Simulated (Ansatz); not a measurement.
Geometry optimisation, Ansatz 0.2.0, RKS PBE-D4/def2-SVP.

input.yaml

```yaml
crystal:
  periodic: [false, false, false]
  atoms:
    - { symbol: W, position_ang: [0.249275, 0.140184, -0.494885] }
    - { symbol: Cl, position_ang: [0.312851, 0.283938, 3.084373] }
    - { symbol: F, position_ang: [1.945976, -0.650444, -0.022556] }
    - { symbol: H, position_ang: [-0.667868, 1.472095, 0.027035] }
    - { symbol: H, position_ang: [-1.338169, -0.039483, 0.085504] }
    - { symbol: H, position_ang: [-0.169512, -1.360234, 0.138548] }
    - { symbol: F, position_ang: [0.17458, 0.264246, -2.324349] }
    - { symbol: H, position_ang: [1.073949, 1.33448, 0.415138] }
    - { symbol: H, position_ang: [0.990419, 1.098619, 2.260393] }
basis:
  gaussian: { orbitals: def2-SVP }
hamiltonian:
  xc: pbe
  dispersion: d4
relax:
  f_tol: 0.03
  max_steps: 50
```

Command:

```bash
$ ansatz run input.yaml --threads 2 --pin off --max-ram 3072MiB --backend cpu --events-out ev --progress --plain --runs-dir out
```

Q: Where does it end, and by what steps?

A: It converged. After 11 steps the energy has fallen by 0.239 eV; Cl2 moved furthest, 0.69 Å. Joined: W1–Cl2 (3.58 → 2.82 Å).

```json
{"step": "0", "energy less start (eV)": "0.0000", "largest force component (eV/Å)": "0.780", "accepted": "yes"}
{"step": "1", "energy less start (eV)": "-0.0654", "largest force component (eV/Å)": "0.561", "accepted": "yes"}
{"step": "2", "energy less start (eV)": "-0.0988", "largest force component (eV/Å)": "0.615", "accepted": "yes"}
{"step": "3", "energy less start (eV)": "-0.1296", "largest force component (eV/Å)": "0.971", "accepted": "yes"}
{"step": "4", "energy less start (eV)": "-0.1735", "largest force component (eV/Å)": "0.667", "accepted": "yes"}
{"step": "5", "energy less start (eV)": "-0.2187", "largest force component (eV/Å)": "0.165", "accepted": "yes"}
{"step": "6", "energy less start (eV)": "-0.2158", "largest force component (eV/Å)": "0.171", "accepted": "no"}
{"step": "7", "energy less start (eV)": "-0.2304", "largest force component (eV/Å)": "0.131", "accepted": "yes"}
{"step": "8", "energy less start (eV)": "-0.2350", "largest force component (eV/Å)": "0.123", "accepted": "yes"}
{"step": "9", "energy less start (eV)": "-0.2370", "largest force component (eV/Å)": "0.097", "accepted": "yes"}
{"step": "10", "energy less start (eV)": "-0.2384", "largest force component (eV/Å)": "0.045", "accepted": "yes"}
{"step": "11", "energy less start (eV)": "-0.2386", "largest force component (eV/Å)": "0.019", "accepted": "yes"}
```

```xyz
9
Properties=species:S:1:pos:R:3
W 0.268 0.137 -0.401
Cl 0.326 0.092 2.420
F 1.999 -0.709 -0.182
H -0.614 1.522 0.080
H -1.357 0.000 0.113
H -0.124 -1.311 0.370
F 0.058 0.184 -2.229
H 1.195 1.366 0.286
H 0.820 1.261 2.713
```

Time of the run: 18 s on 2 threads of Intel(R) Xeon(R) 6975P-C (Granite Rapids) (shared host), peak memory 0.17 GiB.
